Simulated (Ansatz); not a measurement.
# Nudged elastic band run: C2H8BN

input.yaml

```yaml
crystal:
  periodic: [false, false, false]
  atoms:
    - { symbol: B, position_ang: [0.147783, -0.083237, 0.084619] }
    - { symbol: "N", position_ang: [1.239666, -0.69717, 0.712378] }
    - { symbol: C, position_ang: [-1.292337, -0.730713, 0.214168] }
    - { symbol: H, position_ang: [-1.312742, -1.673947, 0.773394] }
    - { symbol: C, position_ang: [0.371327, 1.248484, -0.74391] }
    - { symbol: H, position_ang: [1.161725, -1.547777, 1.249743] }
    - { symbol: H, position_ang: [2.178961, -0.330618, 0.670684] }
    - { symbol: H, position_ang: [-1.726882, -0.921384, -0.775922] }
    - { symbol: H, position_ang: [-1.982326, -0.036343, 0.71237] }
    - { symbol: H, position_ang: [1.403044, 1.620175, -0.728277] }
    - { symbol: H, position_ang: [0.089623, 1.099355, -1.794989] }
    - { symbol: H, position_ang: [-0.277742, 2.053174, -0.374159] }
basis:
  gaussian: { orbitals: "6-31G*" }
hamiltonian:
  xc: pbe0
  dispersion: d4
neb:
  order_check: false
  images: 5
  f_tol: 0.05
  max_iterations: 60
  final_atoms:
    - { symbol: B, position_ang: [-0.27142087, 0.01447071, -0.04923948] }
    - { symbol: "N", position_ang: [0.87832065, -0.94970035, 0.58146173] }
    - { symbol: C, position_ang: [-1.58119784, -0.54592962, 0.01321591] }
    - { symbol: H, position_ang: [1.35437862, -0.51799639, 1.37524411] }
    - { symbol: C, position_ang: [0.35340086, 1.36818584, -0.58856821] }
    - { symbol: H, position_ang: [0.43411168, -1.80872659, 0.90260851] }
    - { symbol: H, position_ang: [1.59879763, -1.19519558, -0.09928627] }
    - { symbol: H, position_ang: [-1.82189586, -1.526831, 0.43513036] }
    - { symbol: H, position_ang: [-2.45886843, -0.02481389, -0.36714625] }
    - { symbol: H, position_ang: [0.85893372, 1.96049221, 0.19069718] }
    - { symbol: H, position_ang: [1.09268637, 1.22280783, -1.39238775] }
    - { symbol: H, position_ang: [-0.43714654, 2.00323584, -1.00163085] }
  initial_path:
    images:
      - { positions_ang: [[0.147783, -0.083237, 0.084619], [1.239666, -0.69717, 0.712378], [-1.292337, -0.730713, 0.214168], [-1.312742, -1.673947, 0.773394], [0.371327, 1.248484, -0.74391], [1.161725, -1.547777, 1.249743], [2.178961, -0.330618, 0.670684], [-1.726882, -0.921384, -0.775922], [-1.982326, -0.036343, 0.71237], [1.403044, 1.620175, -0.728277], [0.089623, 1.099355, -1.794989], [-0.277742, 2.053174, -0.374159]] }
      - { positions_ang: [[0.03762607, -0.04353432, -0.02486661], [1.13445402, -0.83171693, 0.67877187], [-1.33276352, -0.66601808, 0.25051159], [-0.98183847, -1.42325264, 0.88382842], [0.37736043, 1.29298392, -0.76404312], [1.20365547, -1.66156412, 0.86344086], [2.01571427, -0.42524609, 0.79967451], [-1.7118807, -1.14219592, -0.43738865], [-2.09310409, -0.00734585, 0.63069345], [1.25273492, 1.72279733, -0.50148149], [0.41694152, 1.1365959, -1.74239334], [-0.31879991, 2.0484958, -0.63664849]] }
      - { positions_ang: [[-0.07253086, -0.00383165, -0.13435222], [1.02924203, -0.96626387, 0.64516575], [-1.37319004, -0.60132316, 0.28685518], [-0.65093494, -1.17255828, 0.99426284], [0.38339385, 1.33748383, -0.78417625], [1.24558593, -1.77535124, 0.47713872], [1.85246754, -0.51987418, 0.92866502], [-1.69687939, -1.36300784, -0.0988553], [-2.20388219, 0.0216513, 0.5490169], [1.10242584, 1.82541967, -0.27468598], [0.74426004, 1.17383681, -1.68979768], [-0.35985782, 2.0438176, -0.89913799]] }
      - { positions_ang: [[-0.18268779, 0.03587103, -0.24383782], [0.92403005, -1.1008108, 0.61155962], [-1.41361656, -0.53662823, 0.32319877], [-0.32003141, -0.92186392, 1.10469726], [0.38942728, 1.38198375, -0.80430937], [1.2875164, -1.88913836, 0.09083658], [1.68922081, -0.61450227, 1.05765553], [-1.68187809, -1.58381976, 0.23967805], [-2.31466028, 0.05064845, 0.46734035], [0.95211676, 1.928042, -0.04789047], [1.07157856, 1.21107771, -1.63720202], [-0.40091572, 2.0391394, -1.16162748]] }
      - { positions_ang: [[-0.21226549, 0.02873759, -0.17897171], [0.90879358, -1.05044065, 0.60152699], [-1.46947699, -0.5397287, 0.21987115], [0.23810527, -0.78724141, 1.19487954], [0.37741848, 1.37738445, -0.73239565], [1.00304816, -1.86233443, 0.36142723], [1.65907975, -0.80806671, 0.67200826], [-1.72855068, -1.56482351, 0.30482882], [-2.36272966, 0.02549434, 0.18917815], [0.92105575, 1.93885874, 0.03163874], [1.0786145, 1.21498775, -1.55559726], [-0.41299266, 2.02717155, -1.10829527]] }
      - { positions_ang: [[-0.24184318, 0.02160415, -0.1141056], [0.89355712, -1.0000705, 0.59149436], [-1.52533742, -0.54282916, 0.11654353], [0.79624194, -0.6526189, 1.28506183], [0.36540967, 1.37278514, -0.66048193], [0.71857992, -1.83553051, 0.63201787], [1.62893869, -1.00163114, 0.28636099], [-1.77522327, -1.54582725, 0.36997959], [-2.41079905, 0.00034022, -0.08898405], [0.88999473, 1.94967547, 0.11116796], [1.08565044, 1.21889779, -1.4739925], [-0.4250696, 2.01520369, -1.05496306]] }
      - { positions_ang: [[-0.27142087, 0.01447071, -0.04923948], [0.87832065, -0.94970035, 0.58146173], [-1.58119784, -0.54592962, 0.01321591], [1.35437862, -0.51799639, 1.37524411], [0.35340086, 1.36818584, -0.58856821], [0.43411168, -1.80872659, 0.90260851], [1.59879763, -1.19519558, -0.09928627], [-1.82189586, -1.526831, 0.43513036], [-2.45886843, -0.02481389, -0.36714625], [0.85893372, 1.96049221, 0.19069718], [1.09268637, 1.22280783, -1.39238775], [-0.43714654, 2.00323584, -1.00163085]] }
```

Command:

```bash
$ ansatz run input.yaml --threads 2 --pin off --max-ram 3072MiB --backend cpu --events-out ev --progress --plain --runs-dir out
```

Output, in part (warnings, iteration lines, the closing report on the highest movable image, with atoms numbered from 0):

```
NEB end point (image 0): max|allowed force component| = 1.213e-3 eV/Å (the criterion of neb.relax_end_points is 1.000e-2)
NEB end point (image 6): max|allowed force component| = 1.981e-2 eV/Å (the criterion of neb.relax_end_points is 1.000e-2)
NEB iter   1: max|band force component| = 2.034e1 eV/Å  barrier→ = 7.5391 eV  barrier← = 5.1716 eV  Δτ_max = 0.1977 Å  (165 SCF iters)
NEB iter   2: max|band force component| = 2.424e0 eV/Å  barrier→ = 3.5288 eV  barrier← = 1.1613 eV  Δτ_max = 0.2000 Å  (140 SCF iters)
NEB iter   3: max|band force component| = 6.042e0 eV/Å  barrier→ = 3.4723 eV  barrier← = 1.1048 eV  Δτ_max = 0.1012 Å  (134 SCF iters)
NEB iter   4: max|band force component| = 1.258e0 eV/Å  barrier→ = 2.9068 eV  barrier← = 0.5393 eV  Δτ_max = 0.1978 Å  (128 SCF iters)
NEB iter   5: max|band force component| = 6.970e-1 eV/Å  barrier→ = 2.5746 eV  barrier← = 0.2071 eV  Δτ_max = 0.1978 Å  (124 SCF iters)
NEB iter   6: max|band force component| = 4.695e-1 eV/Å  barrier→ = 2.4744 eV  barrier← = 0.1069 eV  CI = image 4  Δτ_max = 0.1947 Å  (122 SCF iters)
NEB iter   7: max|band force component| = 1.823e0 eV/Å  barrier→ = 2.5753 eV  barrier← = 0.2078 eV  CI = image 4  Δτ_max = 0.0998 Å  (120 SCF iters)
NEB iter   8: max|band force component| = 2.121e0 eV/Å  barrier→ = 2.6454 eV  barrier← = 0.2779 eV  CI = image 4  Δτ_max = 0.1987 Å  (117 SCF iters)
NEB iter   9: max|band force component| = 2.112e0 eV/Å  barrier→ = 3.0034 eV  barrier← = 0.6360 eV  CI = image 4  Δτ_max = 0.2000 Å  (122 SCF iters)
NEB iter  10: max|band force component| = 1.670e0 eV/Å  barrier→ = 3.2623 eV  barrier← = 0.8948 eV  CI = image 4  Δτ_max = 0.1960 Å  (126 SCF iters)
NEB iter  11: max|band force component| = 1.057e0 eV/Å  barrier→ = 3.3936 eV  barrier← = 1.0261 eV  CI = image 4  Δτ_max = 0.1965 Å  (124 SCF iters)
NEB iter  12: max|band force component| = 9.650e-1 eV/Å  barrier→ = 3.5011 eV  barrier← = 1.1336 eV  CI = image 4  Δτ_max = 0.1925 Å  (118 SCF iters)
NEB iter  13: max|band force component| = 7.801e-1 eV/Å  barrier→ = 3.4745 eV  barrier← = 1.1070 eV  CI = image 4  Δτ_max = 0.0672 Å  (118 SCF iters)
NEB iter  14: max|band force component| = 3.459e-1 eV/Å  barrier→ = 3.4385 eV  barrier← = 1.0710 eV  CI = image 4  Δτ_max = 0.0557 Å  (118 SCF iters)
NEB iter  15: max|band force component| = 2.248e-1 eV/Å  barrier→ = 3.4309 eV  barrier← = 1.0634 eV  CI = image 4  Δτ_max = 0.0776 Å  (117 SCF iters)
NEB iter  16: max|band force component| = 1.410e-1 eV/Å  barrier→ = 3.4259 eV  barrier← = 1.0584 eV  CI = image 4  Δτ_max = 0.0985 Å  (116 SCF iters)
NEB iter  17: max|band force component| = 1.845e-1 eV/Å  barrier→ = 3.4223 eV  barrier← = 1.0548 eV  CI = image 4  Δτ_max = 0.0493 Å  (115 SCF iters)
NEB iter  18: max|band force component| = 1.054e-1 eV/Å  barrier→ = 3.4215 eV  barrier← = 1.0540 eV  CI = image 4  Δτ_max = 0.0492 Å  (116 SCF iters)
NEB iter  19: max|band force component| = 6.175e-2 eV/Å  barrier→ = 3.4212 eV  barrier← = 1.0537 eV  CI = image 4  Δτ_max = 0.0492 Å  (116 SCF iters)
NEB iter  20: max|band force component| = 2.462e-2 eV/Å  barrier→ = 3.4211 eV  barrier← = 1.0536 eV  CI = image 4  Δτ_max = 0.0000 Å  (230 SCF iters)
Total energy: -4363.74420414 eV, -160.3646416501 hartree
Atom 0 at    -0.115045    -0.058738    -0.183580 Å, force     0.005361    -0.006668     0.002379 eV/Å
Atom 1 at     0.937167    -0.976349     0.555941 Å, force    -0.003166     0.009516    -0.002217 eV/Å
Atom 2 at    -1.429787    -0.567672     0.210311 Å, force    -0.006888     0.004991    -0.000562 eV/Å
Atom 3 at    -0.184522    -0.718976     1.146157 Å, force    -0.003757     0.001008    -0.000220 eV/Å
Atom 4 at     0.369281     1.329790    -0.741308 Å, force    -0.000089    -0.002871     0.002028 eV/Å
Atom 5 at     1.090357    -1.925998     0.236514 Å, force     0.000528     0.000082    -0.001048 eV/Å
Atom 6 at     1.788719    -0.545062     0.892090 Å, force     0.003205    -0.004730    -0.000673 eV/Å
Atom 7 at    -1.640571    -1.612486     0.452904 Å, force     0.006010     0.000174     0.000369 eV/Å
Atom 8 at    -2.330359     0.037678     0.118862 Å, force    -0.001408    -0.001750     0.000147 eV/Å
Atom 9 at     1.005174     1.877041    -0.031868 Å, force     0.000157     0.000210     0.000467 eV/Å
Atom 10 at     0.977397     1.179892    -1.644853 Å, force    -0.000276     0.000316     0.000342 eV/Å
Atom 11 at    -0.467711     1.980880    -1.011071 Å, force     0.000324    -0.000278    -0.001012 eV/Å
Dipole moment:     0.535644    -0.209211     0.134902 e Å
```

The run converged. Beside the main top the profile has a ripple of under 15 meV (maxima at images 1, 4), which may be a very shallow well or noise. Neighbouring images differ by up to 3.2 eV, so the band resolves the path poorly. A vibrational analysis at the climbing image gives one clearly imaginary mode, 1659i cm⁻¹: a first-order saddle point. The orbitals stay closed-shell, which can raise the energy where a bond breaks towards radicals; this wasn't checked here.

Final band (atoms are numbered from 1 in the order of the input):

```
image  path coordinate (Å)  energy (kJ/mol)  C3–H4 (Å)  N2–H4 (Å)
    0                 0.00              0.0       1.10       2.73
    1                 1.44              2.7       1.10       2.83
    2                 2.88              1.9       1.10       3.11
    3                 4.31             19.9       1.10       2.65
    4                 5.75            330.1       1.57       1.29
    5                 7.11            235.4       2.84       1.02
    6                 8.47            228.4       3.24       1.02
```

Run time: 2.3 min on 2 threads of Arm Neoverse V2, with other jobs on the host, peak memory 0.14 GiB.
